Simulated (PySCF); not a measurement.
**Two-component Hartree-Fock for Lu (lutetium, neutral)**

Start: [Xe] 4f14 5d2 6s1; 5d5/2 filled at m_j = +3/2, +5/2; 6s1/2 filled at m_j = +1/2. Calculated with PySCF 2.14 in x2c-SVPall-2c with one added diffuse shell each of s, p, d type (8s11p10d2f1g, 114 functions): generalised Hartree-Fock with the X2C-1e Hamiltonian and a Gaussian nucleus; spin-orbit coupling (SO) screened by Boettger's factors. This is a chosen level, not necessarily the ground level.

```csv
spinor shell,electrons,"ε, screened SO (eV)",weight of nominal j (screened SO),"rms radius, screened SO (bohr)"
1s1/2,2,-63628.2,1.000,0.0219
2s1/2,2,-10963.0,1.000,0.0885
2p1/2,2,-10444.8,1.000,0.0754
2p3/2,4,-9321.2,1.000,0.0825
3s1/2,2,-2541.7,1.000,0.227
3p1/2,2,-2312.4,1.000,0.218
3p3/2,4,-2068.2,1.000,0.232
3d3/2,4,-1683.0,1.000,0.206
3d5/2,6,-1630.3,1.000,0.210
4s1/2,2,-534.47,1.000,0.509
4p1/2,2,-439.67,1.000,0.520
4p3/2,4,-383.60,1.000,0.552
4d3/2,4,-227.18,1.000,0.584
4d5/2,6,-216.67,1.000,0.597
5s1/2,2,-72.203,1.000,1.27
5p1/2,2,-42.953,0.994,1.43
5p3/2,4,-35.997,0.997,1.55
4f5/2,6,-22.049,0.999,0.797
4f7/2,8,-20.507,0.999,0.811
6s1/2,1,-6.609,1.000,4.13
5d5/2,2,-4.497,0.883,3.50
```

```csv
quantity,screened SO
E (hartree),-14566.04468
M_J,9/2
⟨J²⟩,24.760
⟨L²⟩,12.129
⟨S²⟩,3.867
```

Each row is a mean over spinors that exchange with the open shell spreads, by up to 2.757 eV (5p3/2).

Rows whose weight is well below 1 are mixtures of j = l ± 1/2: exchange outweighs spin-orbit coupling there, and the label is only the starting occupation.

Breit and QED terms are absent; they matter most for the inner s and p1/2 levels.

Densities and radii are taken from the X2C orbitals without a picture-change correction, which distorts them close to the nucleus.
